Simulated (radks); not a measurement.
Spherical quantum dot in the effective-mass picture: electrons in a hard-walled sphere of radius 1.39, all in effective atomic units (hartree* = m*/eps^2 hartree, bohr* = eps/m* bohr), one dielectric constant everywhere. Method: non-relativistic Kohn-Sham, LDA (Slater exchange, Perdew-Wang correlation), spin-polarised, spherical densities; computed with a radial shooting solver with Libxc functionals. Levels are named by radial order and angular momentum (1s, 1p, 1d, 2s, ...), and open shells are averaged over m.

N = 30, configuration 1s2 1p6 1d10 2s(up 1, down 0) 1f(up 7, down 4). This is the lowest configuration that the search found. Occupied and some empty levels:

| level | occupation | eigenvalue (hartree*) | <r> (bohr*) |
|---|---|---|---|
| 1s up | 1 | 31.595 | 0.8477 |
| 1s down | 1 | 31.725 | 0.8508 |
| 1p up | 3 | 33.331 | 0.9176 |
| 1p down | 3 | 33.445 | 0.9181 |
| 1d up | 5 | 36.000 | 0.9654 |
| 1d down | 5 | 36.111 | 0.9653 |
| 1f up | 7 | 39.484 | 1.001 |
| 2s up | 1 | 39.486 | 0.6415 |
| 1f down | 4 | 39.594 | 1.001 |
| 2s down | 0 | 39.754 | 0.6447 |
| 1g up | 0 | 43.717 | 1.030 |
| 1g down | 0 | 43.829 | 1.030 |
| 2p up | 0 | 44.383 | 0.7311 |
| 2p down | 0 | 44.559 | 0.7336 |
| 2d up | 0 | 50.008 | 0.7928 |
| 2d down | 0 | 50.138 | 0.7941 |

Energy (hartree*): total 678.571, kinetic 283.71, external 0, Hartree 431.56, exchange-correlation -36.705.

Electron density:

| r (bohr*) | n(r) (e/bohr*^3) |
|---|---|
| 0.0389 | 2.182 |
| 0.108 | 2.124 |
| 0.177 | 2.025 |
| 0.246 | 1.911 |
| 0.316 | 1.818 |
| 0.385 | 1.791 |
| 0.454 | 1.875 |
| 0.523 | 2.110 |
| 0.593 | 2.514 |
| 0.662 | 3.076 |
| 0.731 | 3.743 |
| 0.800 | 4.408 |
| 0.870 | 4.926 |
| 0.939 | 5.130 |
| 1.01 | 4.886 |
| 1.08 | 4.150 |
| 1.15 | 3.024 |
| 1.22 | 1.739 |
| 1.28 | 0.6686 |
| 1.35 | 0.07808 |
